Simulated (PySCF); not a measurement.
A GIAO shielding run with PySCF (density fitting, non-relativistic, gas phase) on SMILES C(=N/C)/C(=O)CC[SiH2]C, C6H13NOSi:

```
$ OMP_NUM_THREADS=1 python probes_run.py task.json out

{"job": {"kind": "nmr", "xc": "PBE0", "basis": "pcSseg-1"}, "charge": 0, "multiplicity": 1}
C      2.819246    -1.072792     1.161707
N      3.305207     0.151033     0.602814
C      2.638363     0.819207    -0.224684
C      1.265511     0.516527    -0.760545
O      1.029148    -0.405897    -1.500861
C      0.213881     1.483971    -0.267727
C     -1.199101     1.000504    -0.567944
Si    -1.624207    -0.634493     0.320885
C     -3.495186    -0.917633     0.194368
H      1.813338    -1.361105     0.838754
H      3.528963    -1.856023     0.892692
H      2.843056    -0.970006     2.247617
H      3.083946     1.744118    -0.581220
H      0.359390     1.636356     0.805129
H      0.414622     2.444370    -0.756319
H     -1.299912     0.868179    -1.645805
H     -1.902645     1.783029    -0.278363
H     -1.241583    -0.477770     1.737200
H     -0.912980    -1.783213    -0.238853
H     -4.060260    -0.093394     0.619136
H     -3.810703    -1.037192    -0.837848
H     -3.778504    -1.818389     0.728722
```

Hardware: 1 thread of an Arm Neoverse V1, shared host. The job also computes population analyses, field gradients.

Q: How large is the calculation?

A: 78 electrons, 225 basis functions and 1182 auxiliary functions.

Q: How long does it take, and how much memory does it need?

A: 66 s of wall time, with 14 SCF cycles and 5 response iterations; peak memory 1.1 GiB. Times on a shared host scatter by some tens of per cent.
